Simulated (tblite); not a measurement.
Parent: `[SiH3:1][CH2:2][C@H:3]1[CH2:4][SiH2:5][SiH2:6]1` with Si1–C2–C3–C4 174°, C2–C3–C4–Si5 143°, C3–C4–Si5–Si6 -14°, C4–Si5–Si6–C3 11°, C2–C3–Si6–Si5 -137°, C3H12Si3.

The geometries are computed with GFN2-xTB (gas phase). One conformer each, not checked by frequencies here.

```
coordinate of the parent    value
                  Si1–C2  1.898 Å
                   C2–C3  1.524 Å
                   C3–C4  1.552 Å
                  C4–Si5  1.922 Å
                 Si5–Si6  2.324 Å
                  C3–Si6  1.934 Å
               Si1–C2–C3   114.1°
                C2–C3–C4   113.1°
               C2–C3–Si6   118.4°
               C4–C3–Si6   100.3°
               C3–C4–Si5   100.9°
              C4–Si5–Si6    77.9°
              C3–Si6–Si5    77.7°
```

Question: How does the shared frame change in `[F:1][CH2:2][Si@@H:3]1[CH2:4][C@H:5]([CH2:6][SiH3:7])[SiH2:8]1` with F1–C2–Si3–C4 176°, C4–C5–C6–Si7 61°, C2–Si3–C4–C5 -135°, Si3–C4–C5–C6 145°, C4–C5–Si8–Si3 -15°, C2–Si3–Si8–C5 121°, C4H13FSi3? Atoms pair as Si1 = Si7, C2 = C6, C3 = C5, C4 = C4, Si5 = Si3, Si6 = Si8 (parent first).

Answer: 
```tsv
parent	relative	value in the relative	change
Si1–C2	Si7–C6	1.904 Å	+0.006
C2–C3	C6–C5	1.524 Å	0.000
C3–C4	C5–C4	1.548 Å	-0.004
C4–Si5	C4–Si3	1.923 Å	+0.001
Si5–Si6	Si3–Si8	2.327 Å	+0.003
C3–Si6	C5–Si8	1.939 Å	+0.005
Si1–C2–C3	Si7–C6–C5	113.8°	-0.3
C2–C3–C4	C6–C5–C4	113.7°	+0.6
C2–C3–Si6	C6–C5–Si8	117.7°	-0.7
C4–C3–Si6	C4–C5–Si8	100.7°	+0.4
C3–C4–Si5	C5–C4–Si3	100.2°	-0.7
C4–Si5–Si6	C4–Si3–Si8	78.1°	+0.2
C3–Si6–Si5	C5–Si8–Si3	77.0°	-0.7
```

Of the parent's bonds, Si1–C2 and C3–Si6 change most and about equally (+0.005 to +0.006 Å). Bonds of the relative outside the shared frame: F1–C2 1.382, C2–Si3 1.925 Å. Point group C1 → C1.

Question: How does the shared frame change in `[SiH3:1][CH2:2][C@@H:3]1[CH2:4][Si@H:5]([CH2:6][Cl:7])[SiH2:8]1` with Si1–C2–C3–C4 -61°, C4–Si5–C6–Cl7 -174°, C2–C3–C4–Si5 -145°, C3–C4–Si5–C6 134°, C4–Si5–Si8–C3 -12°, C2–C3–Si8–Si5 139°, C4H13ClSi3? Atoms pair as Si1 = Si1, C2 = C2, C3 = C3, C4 = C4, Si5 = Si5, Si6 = Si8 (parent first).

Answer: 
```tsv
parent	relative	value in the relative	change
Si1–C2	Si1–C2	1.904 Å	+0.006
C2–C3	C2–C3	1.524 Å	0.000
C3–C4	C3–C4	1.548 Å	-0.004
C4–Si5	C4–Si5	1.925 Å	+0.003
Si5–Si6	Si5–Si8	2.326 Å	+0.002
C3–Si6	C3–Si8	1.938 Å	+0.004
Si1–C2–C3	Si1–C2–C3	113.8°	-0.3
C2–C3–C4	C2–C3–C4	113.6°	+0.5
C2–C3–Si6	C2–C3–Si8	117.7°	-0.7
C4–C3–Si6	C4–C3–Si8	100.7°	+0.4
C3–C4–Si5	C3–C4–Si5	100.2°	-0.7
C4–Si5–Si6	C4–Si5–Si8	78.1°	+0.2
C3–Si6–Si5	C3–Si8–Si5	77.1°	-0.6
```

Of the parent's bonds, Si1–C2 changes most (+0.006 Å). Bonds of the relative outside the shared frame: Si5–C6 1.918, C6–Cl7 1.785 Å. Point group C1 → C1.
